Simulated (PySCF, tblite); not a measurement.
Q: Write Cartesian coordinates for `C=C(C)C(=C)C(C)(C)C` as optimised with GFN2-xTB.

A: 
```
atom  x, y, z in Å
C1    -1.696   -0.401    1.768
C2    -1.497   -0.079    0.499
C3    -2.463    0.777   -0.267
C4    -0.355   -0.618   -0.292
C5    -0.592   -1.645   -1.095
C6     0.999    0.059   -0.141
C7     2.032   -0.508   -1.117
C8     0.847    1.562   -0.407
C9     1.521   -0.139    1.287
H10   -2.546   -0.031    2.319
H11   -1.032   -1.056    2.305
H12   -2.806    0.241   -1.151
H13   -3.323    1.035    0.347
H14   -1.988    1.696   -0.605
H15   -1.575   -2.083   -1.153
H16    0.158   -2.103   -1.714
H17    2.210   -1.563   -0.924
H18    1.703   -0.385   -2.146
H19    2.976    0.020   -0.997
H20    0.439    1.734   -1.401
H21    0.191    2.020    0.330
H22    1.818    2.050   -0.347
H23    2.503    0.320    1.387
H24    1.611   -1.199    1.515
H25    0.854    0.320    2.011
```

Any rigid rotation of these coordinates is as good. Atoms count from 1 in this order. The C–C distances run from 1.324 Å (C1=C2, drawn double) to 1.534 Å (C6–C8, drawn single), a spread of 0.210 Å. Of the pairs four or more bonds apart, C7···H16 is among the closest relative to their van der Waals radii: 2.53 Å, 87 % of the sum of Bondi's values.

Bonds between heavy atoms (Å): C1=C2 1.324, C2–C3 1.501, C2–C4 1.490, C4=C5 1.325, C4–C6 1.521, C6–C7 1.531, C6–C8 1.534, C6–C9 1.534.

Computed geometry: GFN2-xTB, gas phase.

Point group: C1 (no symmetry element, even within 0.4 Å). Its GFN2-xTB frequencies are all real (lowest 22 cm⁻¹). The numbers are those of one conformer (C1–C2–C4–C5 99°). 2 starts were optimised and ended at 0.00 and 4.13 kcal/mol (GFN2-xTB); the lowest of these is shown.
